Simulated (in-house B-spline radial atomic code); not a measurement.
Settings and results of a run for the samarium ion Sm⁴⁺ (an excited or competing configuration). All numbers are computed (scalar-relativistic (X2C) B97-1, spin-polarised, spherical fractional occupations; Fermi nucleus of rms radius 5.0819 fm) with a radial B-spline atomic code at the basis-set limit, not measured.

Command:
```bash
python run_scf.py task.json out
```
Settings (nuclear radius in fm, mass in u):
```
Z                62
configuration    [Kr] 4d9 4f4 5s2 5p6 6f1
hamiltonian      x2c
method           b97_1
spin_polarised   True
nucleus          fermi
rms_radius       5.0819
atomic_mass      151.91974
speed_of_light   137.035999084
```

Output (hartree, bohr):
```
 radial grid: 73 intervals, B-splines of order 8, outer radius 40.8511 bohr

 iter        energy (Eh)    residual
    1      -10387.284779    7.33e-01
    2      -10403.132569    8.19e-01
    3      -10415.852808    2.03e-01
    4      -10416.564799    6.62e-02
    5      -10416.617429    1.73e-02
    6      -10416.623292    8.03e-03
    7      -10416.624585    4.70e-04
    8      -10416.624583    8.71e-05
    9      -10416.624583    6.78e-06
   10      -10416.624583    1.43e-06
   11      -10416.624583    1.06e-07

 total energy                    -10416.62458
 kinetic                           11299.7347
 electron-nucleus                 -25384.7790
 Hartree                            3903.8230
 exact exchange                      -48.4470
 exchange-correlation               -186.9562

 orbital      occ     eigenvalue          <r>       <r^2>       <1/r>       r_max
 1s up      1.000     -1717.5925    0.0220453 0.000671435     73.5215     0.01366
 1s down    1.000     -1717.5919    0.0220453 0.000671433     73.5216     0.01366
 2s up      1.000      -284.0230    0.0963499   0.0110217     16.9299     0.08202
 2s down    1.000      -283.9969    0.0963457   0.0110207     16.9309     0.08202
 2p up      3.000      -253.9998     0.085084  0.00885306     15.0712     0.06593
 2p down    3.000      -253.9776    0.0850787  0.00885189      15.072     0.06593
 3s up      1.000       -64.8803      0.25451   0.0741526     6.06672      0.2338
 3s down    1.000       -64.7949     0.254268   0.0740042      6.0732      0.2337
 3p up      3.000       -55.4209     0.252793   0.0741681      5.5456       0.229
 3p down    3.000       -55.3313     0.252492    0.073981     5.55202      0.2289
 3d up      5.000       -42.4289     0.230967   0.0627594     5.21669      0.1876
 3d down    5.000       -42.3397     0.230631   0.0625513     5.22226      0.1875
 4s up      1.000       -15.2837     0.575001    0.372997     2.52496      0.5381
 4s down    1.000       -15.0543     0.575054    0.373049     2.52284      0.5379
 4p up      3.000       -12.1172     0.606208    0.417553     2.29153      0.5605
 4p down    3.000       -11.8775     0.606552    0.418059     2.28843      0.5602
 4d up      5.000        -7.6066     0.655842    0.497272     2.01858      0.5829
 4d down    4.000        -7.3150     0.658135    0.501144     2.01077      0.5831
 4f up      4.000        -2.6275     0.790497    0.764647     1.57469      0.5837
 5s up      1.000        -3.7815      1.30255     1.89586     1.03635       1.204
 5s down    1.000        -3.7010      1.31843     1.94133     1.01868       1.216
 5p up      3.000        -2.8763      1.45489     2.37348    0.907075       1.328
 5p down    3.000        -2.8172      1.47501     2.43789    0.890292       1.343
 6f up      1.000        -0.4684      5.96134     40.3035    0.230644       6.193
```

Time taken, with all properties: 0.28 s on 1 thread of Arm Neoverse V2, with other jobs on the host.

Caution: exact exchange at fractional occupations of open shells leaves self-interaction of up to several eV.

One-electron X2C: radii and densities carry no picture-change correction, so inner-shell <1/r> comes out high (for 1s by about 2 % at Z = 33, 5 % at 54, 10 % at 75, 30 % at 118) and <r> low.
